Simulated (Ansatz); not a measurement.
Reaction (cleavage of the Si–Si bond): `O[SiH2][SiH](O)S` + `O[Si](F)(Cl)Cl` → `O[SiH2]O[Si](F)(Cl)Cl` + `O[SiH2]S`

Isolated molecules relaxed with PBE0-D4/def2-TZVP in Ansatz; ΔE leaves out vibrations. CCSD(T)/CBS is the MP2 limit (def2-TZVPP, def2-QZVPP) plus CCSD(T) − MP2 in def2-TZVPP, frozen cores. Functionals use def2-TZVPP. B3LYP here is the variant with VWN-RPA as its local correlation; programs differ in this. Each species was taken in one conformer, which may not be the lowest.

`O[SiH2][SiH](O)S`:

Cartesian coordinates in Å:
```
O -1.158 0.601 -1.732
Si 0.443 0.366 -1.385
Si 0.564 -0.379 0.835
O -0.592 -1.564 0.855
S 0.158 1.187 2.234
H -1.744 -0.124 -1.504
H 1.109 1.677 -1.569
H 1.071 -0.626 -2.306
H 1.882 -0.884 1.308
H -0.837 -1.928 1.709
H -0.895 1.675 1.554
```

`O[Si](F)(Cl)Cl`:

Z-matrix (Å, degrees):
```
Si
F 1 1.579
Cl 1 2.026 2 106.6
O 1 1.612 2 111.1 3 121.9
Cl 1 2.011 2 108.3 3 -119.9
H 4 0.959 1 118.9 2 -75.5
```

`O[SiH2]O[Si](F)(Cl)Cl`:

Z-matrix (Å, degrees):
```
Si
O 1 1.647
O 1 1.632 2 111.5
H 1 1.475 2 109.1 3 -116.7
H 1 1.480 2 105.2 3 121.5
Si 2 1.597 1 148.0 3 55.5
H 3 0.958 1 119.1 2 71.1
F 6 1.578 2 109.5 1 -89.4
Cl 6 2.022 2 111.4 1 29.8
Cl 6 2.017 2 109.9 1 152.3
```

`O[SiH2]S`:

```xyz
7

O    -0.215    0.130    1.482
Si   -0.467    0.233   -0.137
S     0.965   -0.847   -1.291
H    -0.107   -0.747    1.854
H    -1.756   -0.374   -0.554
H    -0.422    1.681   -0.428
H     2.003   -0.075   -0.925
```

| level | ΔE (eV) |
| --- | --- |
| r2SCAN-D4 | -1.39 |
| PBE0-D4 | -1.28 |
| PBE0 | -1.28 |
| B3LYP | -1.46 |
| HF/def2-TZVPP | -1.76 |
| MP2/def2-QZVPP | -1.55 |
| HF/CBS(def2) | -1.80 |
| CCSD/CBS(def2) | -1.52 |

(1) What does CCSD(T)/CBS give? (Estimate.)

Largest T1 diagnostic among the species: 0.012.

Results:

(1) The calculation gave: -1.48 eV. The listed levels differ from it by 0.09, 0.20, 0.20, 0.02, -0.28, -0.07, -0.32, -0.04 eV.

From PBE to PBE0 (25 % exact exchange), in def2-TZVPP and without D4, ΔE moves by −0.11 eV. In def2-TZVPP, CCSD(T) changes the Hartree–Fock value by +0.28 eV (the triples alone add +0.04 eV) and MP2 by +0.22 eV.
